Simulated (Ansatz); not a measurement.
`B[As](N)[GaH2]` + `CO[SiH2]S` → `BS[SiH2]OC` + `N[AsH][GaH2]`  (cleavage of the B–As bond)

Gas-phase electronic energies from Ansatz, PBE0-D4/def2-TZVP geometries. CBS: MP2 limit from def2 TZ/QZ plus the TZ coupled-cluster correction, frozen cores. This one scheme is used for every species. DFT in def2-TZVPP. For As, Ga outer-core shells are correlated without core-valence functions, which leaves a few kJ/mol of doubt a bond. Scalar relativity is left out up to krypton. Each species was taken in one conformer, which may not be the lowest.

`B[As](N)[GaH2]`:

Cartesian coordinates in Å:
```
B 1.551 -0.054 0.256
As 0.009 1.029 -0.218
N -1.140 0.952 1.239
Ga -0.567 -0.929 -1.521
H 2.336 -0.284 -0.616
H 1.746 -0.435 1.373
H -1.700 1.792 1.298
H -0.639 0.833 2.111
H -1.815 -1.754 -1.066
H 0.219 -1.151 -2.857
```

`CO[SiH2]S`:

Z-matrix (Å, degrees):
```
C
O 1 1.410
H 1 1.091 2 108.1
H 1 1.096 2 111.7 3 119.3
H 1 1.095 2 111.3 3 -119.1
Si 2 1.639 1 122.6 3 -170.3
S 6 2.120 2 109.8 1 171.1
H 6 1.488 2 108.6 1 49.0
H 6 1.485 2 111.9 1 -72.6
H 7 1.344 6 94.3 2 -69.2
```

`BS[SiH2]OC`:

Cartesian coordinates in Å:
```
B 2.080 1.100 -0.816
S 1.656 -0.625 -0.731
Si -0.476 -0.470 -1.012
O -1.222 0.174 0.290
C -1.201 -0.405 1.576
H 3.228 1.384 -0.660
H 1.250 1.932 -1.025
H -0.774 0.427 -2.146
H -0.933 -1.865 -1.250
H -1.852 0.184 2.222
H -0.190 -0.399 1.995
H -1.567 -1.438 1.557
```

`N[AsH][GaH2]`:

Cartesian coordinates in Å:
```
N 0.498 -1.613 -0.411
As -0.255 -0.674 1.020
Ga -0.231 1.595 0.191
H 0.787 -1.028 -1.184
H 1.308 -2.121 -0.082
H -1.719 -0.812 0.600
H 0.769 1.966 -0.971
H -1.158 2.685 0.837
```

```
    level  ΔE (kcal/mol)
revPBE-D4           -8.6
  LC-ωPBE           -9.9
```

Question: What does CCSD(T)/CBS give? (Estimate.)

Answer: The calculation gave: -8.6 kcal/mol. The listed levels differ from it by 0.0, -1.3 kcal/mol.

Largest T1 diagnostic among the species: 0.016.

In def2-TZVPP, CCSD(T) changes the Hartree–Fock value by +4.7 kcal/mol (the triples alone add +0.6 kcal/mol) and MP2 by +4.9 kcal/mol. From PBE to PBE0 (25 % exact exchange), in def2-TZVPP and without D4, ΔE moves by −0.7 kcal/mol. At CCSD(T), def2-SVP lies −3.2 kcal/mol from the extrapolated value and def2-TZVPP +0.1 kcal/mol.

CCSD(T)/CBS has its own doubt, a few kJ/mol and more with outer-core shells, so smaller differences from it don't rank the levels.
